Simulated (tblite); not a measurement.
Compound: C₃H₇BN₂O₂Si.
Atom-mapped SMILES: `[OH:1][B:2]([OH:3])[c:4]1[cH:5][n:6][cH:7][n:8]1[SiH3:9]` (hydrogens: H10 on O1; H11 on O3; H12 on C5; H13 on C7; H14, H15, H16 on Si9)

Computed with GFN2-xTB (tblite), gas phase: L-BFGS steps from a force-field or distance-geometry start until the largest atomic force falls under 0.01 eV/Å.

Step 4: E = -735.4809 eV
```
atom  x, y, z in Å  |  force x, y, z in eV/Å
O1      2.8403    0.4606    0.5211    0.202   0.025   0.125
B2      1.6725   -0.2004    0.2819   -0.512   0.227  -0.049
O3      1.6503   -1.5685    0.2638   -0.217  -0.352  -0.152
C4      0.3760    0.6096    0.0388    0.002  -0.045   0.036
C5      0.2663    1.9790   -0.0309   -0.066   0.177   0.010
N6     -1.0172    2.3557   -0.2610    0.019  -0.230   0.017
C7     -1.6840    1.2366   -0.3278    0.108   0.015   0.010
N8     -0.9130    0.1269   -0.1611   -0.165  -0.139  -0.025
Si9    -1.4587   -1.5560   -0.1778    0.154   0.015   0.000
H10     3.0010    0.6679    1.4316    0.241   0.185   0.088
H11     1.8242   -1.9507   -0.5853    0.117  -0.309  -0.065
H12     1.0640    2.6925    0.0739   -0.147   0.004  -0.034
H13    -2.7413    1.1783   -0.4947   -0.007  -0.022  -0.009
H14    -1.1233   -2.2097    1.0788    0.067   0.095   0.087
H15    -0.8445   -2.2502   -1.3118    0.037   0.113  -0.040
H16    -2.9203   -1.5627   -0.3509    0.166   0.241   0.000
```

Step 5: E = -735.5069 eV
```
atom  x, y, z in Å  |  force x, y, z in eV/Å
O1      2.8305    0.4497    0.5305    0.157   0.049   0.144
B2      1.6503   -0.1924    0.2810    0.096  -0.107   0.059
O3      1.6396   -1.5626    0.2495   -0.315  -0.379  -0.163
C4      0.3685    0.6056    0.0411    0.114   0.103   0.041
C5      0.2656    1.9734   -0.0311   -0.107   0.210   0.036
N6     -1.0134    2.3475   -0.2592   -0.161  -0.051  -0.033
C7     -1.6799    1.2302   -0.3259   -0.120   0.032  -0.054
N8     -0.9098    0.1224   -0.1628   -0.336  -0.074  -0.015
Si9    -1.4492   -1.5528   -0.1766    0.116  -0.137   0.028
H10     3.0177    0.6782    1.4327    0.129   0.149  -0.024
H11     1.8304   -1.9698   -0.5849    0.134  -0.214  -0.025
H12     1.0500    2.6934    0.0711    0.044   0.080  -0.003
H13    -2.7381    1.1790   -0.4950    0.016  -0.051  -0.002
H14    -1.1196   -2.2031    1.0837    0.070   0.087   0.070
H15    -0.8426   -2.2425   -1.3146    0.058   0.081  -0.058
H16    -2.9078   -1.5473   -0.3509    0.105   0.221  -0.002
```

Problem. Estimate the geometry and energy of step 6. (The exact step hangs on the optimiser's Hessian estimate; all steps are aligned on step 5, rigid shifts and turns removed.)

Solution. E = -735.5224 eV, largest force 0.474 eV/Å
```
atom  x, y, z in Å  |  force x, y, z in eV/Å
O1      2.8268    0.4439    0.5384    0.070  -0.036   0.043
B2      1.6404   -0.1906    0.2816    0.369  -0.278   0.105
O3      1.6283   -1.5646    0.2385   -0.369  -0.249  -0.115
C4      0.3646    0.6056    0.0429    0.087   0.076   0.044
C5      0.2637    1.9724   -0.0306   -0.126   0.193   0.044
N6     -1.0137    2.3434   -0.2588   -0.273   0.017  -0.061
C7     -1.6804    1.2261   -0.3258   -0.097   0.089  -0.060
N8     -0.9121    0.1192   -0.1638   -0.220   0.049   0.017
Si9    -1.4421   -1.5535   -0.1755    0.074  -0.189   0.034
H10     3.0293    0.6864    1.4327    0.074   0.149   0.001
H11     1.8362   -1.9841   -0.5850    0.167  -0.174  -0.043
H12     1.0429    2.6955    0.0694    0.109   0.106   0.011
H13    -2.7359    1.1786   -0.4951   -0.085  -0.065  -0.018
H14    -1.1163   -2.1978    1.0877    0.075   0.068   0.075
H15    -0.8405   -2.2367   -1.3172    0.076   0.050  -0.076
H16    -2.8989   -1.5349   -0.3509    0.068   0.194  -0.002
```

The energy changes by -0.0155 eV. The first-order estimate −F·Δx gives -0.0189 eV and the mean of the old and new forces, exact on a quadratic surface, -0.0155 eV. The step makes an angle of 57° with the force vector and moves no atom by more than 0.016 Å.

The cost below is that of the whole relaxation. Hardware: one thread of an Arm Neoverse V1, shared host. Cost: 0.64 s of wall time.
